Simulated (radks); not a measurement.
Numerical settings for the gadolinium ion Gd+, [Xe] 4f7 5d1 6s1. Method: non-relativistic Kohn-Sham, LDA (Slater exchange, Perdew-Wang correlation), spin-polarised, spherical densities, point nucleus; open shells are filled with parallel spins first (spin-orbit coupling, left out, can overturn this in heavy ions); relativity is left out, which matters for an element this heavy; computed with a radial shooting solver on a logarithmic mesh with Libxc functionals. The defaults (mesh step 0.008 in ln r, mesh end at 40 bohr or more with all orbitals vanishing there, Anderson mixing 0.5 over 9 steps, residual threshold near 1e-9 with the energy settled to 1e-9 hartree or 1e-11 of itself, here a cap of 72 iterations) give E = -10816.7740 hartree and 6s at -9.322 eV in 14 iterations. Run on one thread of a shared host, so times are rough (Intel(R) Xeon(R) 6975P-C): 0.17 s of CPU time, 0.18 s wall, 14 iterations on 2648 mesh points. Changes against that run (0 stands for a change within the tolerance of the run):

setting                     iterations  converged  E (mhartree)  e(6s) (meV)  CPU (s)
mesh step in ln r 0.2                4         no      diverged            -     0.01
mesh step in ln r 0.012             14        yes             0            0     0.12
mesh step in ln r 0.12               4         no      diverged            -     0.01
mesh end (bohr) 20                  14        yes             0            0     0.17
mesh end (bohr) 12                  14        yes       +0.0173        +1.38     0.17
residual threshold 1e-13            23        yes             0            0     0.23
residual threshold 0.001             9        yes      +0.00235        +3.73     0.13
mixing 2.5                          17        yes             0            0     0.21
linear mixing, mixing 0.05          72         no       +0.0458        -70.1     0.71
linear mixing, mixing 0.5           30        yes             0            0     0.27
mixing history 3                    17        yes             0            0     0.19
iteration cap 3                      3         no         +2.65         -507     0.06

No run marked as converged misses the energy by more than 1 mhartree. A mesh that ends early acts as a hard wall.
